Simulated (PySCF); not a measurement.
Two-component Hartree-Fock for Lu²⁺ (lutetium, charge +2)

Start: [Xe] 4f14 6s1; 6s1/2 filled at m_j = +1/2. Calculated with PySCF 2.14 in x2c-SVPall-2c with one added diffuse shell each of s, p, d type (8s11p10d2f1g, 114 functions): generalised Hartree-Fock with the X2C-1e Hamiltonian and a Gaussian nucleus; spin-orbit coupling (SO) screened by Boettger's factors. This is a chosen level, not necessarily the ground level.

```csv
spinor shell,electrons,"ε, screened SO (eV)",weight of nominal j (screened SO),"rms radius, screened SO (bohr)"
1s1/2,2,-63646.8,1.000,0.0219
2s1/2,2,-10981.7,1.000,0.0885
2p1/2,2,-10463.4,1.000,0.0754
2p3/2,4,-9339.9,1.000,0.0825
3s1/2,2,-2560.2,1.000,0.227
3p1/2,2,-2330.9,1.000,0.218
3p3/2,4,-2086.7,1.000,0.232
3d3/2,4,-1701.6,1.000,0.206
3d5/2,6,-1648.9,1.000,0.210
4s1/2,2,-553.16,1.000,0.509
4p1/2,2,-458.37,1.000,0.520
4p3/2,4,-402.33,1.000,0.552
4d3/2,4,-245.92,1.000,0.584
4d5/2,6,-235.40,1.000,0.598
5s1/2,2,-91.136,1.000,1.26
5p1/2,2,-61.677,1.000,1.41
5p3/2,4,-54.190,1.000,1.52
4f5/2,6,-40.890,1.000,0.792
4f7/2,8,-39.335,1.000,0.802
6s1/2,1,-19.853,1.000,3.57
```

```csv
quantity,screened SO
E (hartree),-14565.48145
M_J,1/2
⟨J²⟩,0.750
⟨L²⟩,0.109
⟨S²⟩,0.859
```

Breit and QED terms are absent; they matter most for the inner s and p1/2 levels.

Densities and radii are taken from the X2C orbitals without a picture-change correction, which distorts them close to the nucleus.
